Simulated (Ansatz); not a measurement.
Reaction (ligand exchange at the Sn–Br bond): `[Cl][Sn]([Cl])([Cl])[Br]` + NH₃ → `[NH2][Sn]([Cl])([Cl])[Cl]` + HBr

Computed with Ansatz on PBE0-D4/def2-TZVP structures; ΔE is electronic, products minus reactants. CCSD(T)/CBS is the MP2 limit (def2-TZVPP, def2-QZVPP) plus CCSD(T) − MP2 in def2-TZVPP, frozen cores. This one scheme is used for every species. DFT in def2-TZVPP. B3LYP here is the variant with VWN-RPA as its local correlation; programs differ in this. HSE06 is defined as in plane-wave codes. def2 core potentials past Kr. For Br, Sn outer-core shells are correlated without core-valence functions, which leaves a few kJ/mol of doubt a bond. Scalar relativity is left out up to krypton. One conformer a species, not always the lowest.

```json
{"level": "LDA (SPW92)", "ΔE (kcal/mol)": "19.8", "difference from CCSD(T)/CBS": "-1.7"}
{"level": "PBE-D4", "ΔE (kcal/mol)": "21.3", "difference from CCSD(T)/CBS": "-0.2"}
{"level": "BLYP-D4", "ΔE (kcal/mol)": "21.1", "difference from CCSD(T)/CBS": "-0.4"}
{"level": "r2SCAN-D4", "ΔE (kcal/mol)": "21.5", "difference from CCSD(T)/CBS": "0.0"}
{"level": "B97M-V", "ΔE (kcal/mol)": "21.5", "difference from CCSD(T)/CBS": "0.0"}
{"level": "B3LYP-D4", "ΔE (kcal/mol)": "21.8", "difference from CCSD(T)/CBS": "0.3"}
{"level": "r2SCANh-D4", "ΔE (kcal/mol)": "21.7", "difference from CCSD(T)/CBS": "0.2"}
{"level": "r2SCAN0-D4", "ΔE (kcal/mol)": "22.1", "difference from CCSD(T)/CBS": "0.6"}
{"level": "HSE06-D4", "ΔE (kcal/mol)": "22.1", "difference from CCSD(T)/CBS": "0.6"}
{"level": "BHLYP-D4", "ΔE (kcal/mol)": "23.0", "difference from CCSD(T)/CBS": "1.5"}
{"level": "CAM-B3LYP-D4", "ΔE (kcal/mol)": "20.5", "difference from CCSD(T)/CBS": "-1.0"}
{"level": "ωB97X-V", "ΔE (kcal/mol)": "20.6", "difference from CCSD(T)/CBS": "-0.9"}
{"level": "ωB97M-V", "ΔE (kcal/mol)": "21.1", "difference from CCSD(T)/CBS": "-0.4"}
{"level": "B2PLYP", "ΔE (kcal/mol)": "20.8", "difference from CCSD(T)/CBS": "-0.7"}
{"level": "PBE-QIDH", "ΔE (kcal/mol)": "21.4", "difference from CCSD(T)/CBS": "-0.1"}
{"level": "PBE", "ΔE (kcal/mol)": "21.0", "difference from CCSD(T)/CBS": "-0.5"}
{"level": "revPBE", "ΔE (kcal/mol)": "21.2", "difference from CCSD(T)/CBS": "-0.3"}
{"level": "BLYP", "ΔE (kcal/mol)": "20.7", "difference from CCSD(T)/CBS": "-0.8"}
{"level": "r2SCAN", "ΔE (kcal/mol)": "21.5", "difference from CCSD(T)/CBS": "0.0"}
{"level": "PBE0", "ΔE (kcal/mol)": "21.8", "difference from CCSD(T)/CBS": "0.3"}
{"level": "r2SCANh", "ΔE (kcal/mol)": "21.7", "difference from CCSD(T)/CBS": "0.2"}
{"level": "r2SCAN0", "ΔE (kcal/mol)": "22.1", "difference from CCSD(T)/CBS": "0.6"}
{"level": "BHLYP", "ΔE (kcal/mol)": "21.9", "difference from CCSD(T)/CBS": "0.4"}
{"level": "CAM-B3LYP", "ΔE (kcal/mol)": "20.2", "difference from CCSD(T)/CBS": "-1.3"}
{"level": "LC-ωPBE", "ΔE (kcal/mol)": "20.0", "difference from CCSD(T)/CBS": "-1.5"}
{"level": "RPA@PBE/def2-TZVPP", "ΔE (kcal/mol)": "18.1", "difference from CCSD(T)/CBS": "-3.4"}
{"level": "HF/def2-SVP", "ΔE (kcal/mol)": "22.8", "difference from CCSD(T)/CBS": "1.3"}
{"level": "MP2/def2-SVP", "ΔE (kcal/mol)": "20.8", "difference from CCSD(T)/CBS": "-0.7"}
{"level": "CCSD/def2-SVP", "ΔE (kcal/mol)": "20.4", "difference from CCSD(T)/CBS": "-1.1"}
{"level": "CCSD(T)/def2-SVP", "ΔE (kcal/mol)": "20.2", "difference from CCSD(T)/CBS": "-1.3"}
{"level": "MP2/def2-TZVPP", "ΔE (kcal/mol)": "20.3", "difference from CCSD(T)/CBS": "-1.2"}
{"level": "SCS-MP2/def2-TZVPP", "ΔE (kcal/mol)": "19.8", "difference from CCSD(T)/CBS": "-1.7"}
{"level": "CCSD/def2-TZVPP", "ΔE (kcal/mol)": "19.5", "difference from CCSD(T)/CBS": "-2.0"}
{"level": "CCSD(T)/def2-TZVPP", "ΔE (kcal/mol)": "19.2", "difference from CCSD(T)/CBS": "-2.3"}
{"level": "HF/def2-QZVPP", "ΔE (kcal/mol)": "22.8", "difference from CCSD(T)/CBS": "1.3"}
{"level": "MP2/def2-QZVPP", "ΔE (kcal/mol)": "21.6", "difference from CCSD(T)/CBS": "0.1"}
{"level": "SCS-MP2/def2-QZVPP", "ΔE (kcal/mol)": "21.0", "difference from CCSD(T)/CBS": "-0.5"}
{"level": "HF/CBS(def2)", "ΔE (kcal/mol)": "22.9", "difference from CCSD(T)/CBS": "1.4"}
{"level": "MP2/CBS(def2)", "ΔE (kcal/mol)": "22.5", "difference from CCSD(T)/CBS": "1.0"}
{"level": "CCSD/CBS(def2)", "ΔE (kcal/mol)": "21.7", "difference from CCSD(T)/CBS": "0.2"}
{"level": "CCSD(T)/CBS", "ΔE (kcal/mol)": "21.5", "difference from CCSD(T)/CBS": "0"}
```

Largest T1 diagnostic among the species: 0.011.

Leaving LDA and LC-ωPBE aside and taking each functional with its dispersion term where it has one, the values spread over 2.5 kcal/mol, from CAM-B3LYP-D4 to BHLYP-D4. LDA lies −1.3 kcal/mol from PBE without D4. At CCSD(T), def2-SVP lies −1.3 kcal/mol from the extrapolated value and def2-TZVPP −2.3 kcal/mol.
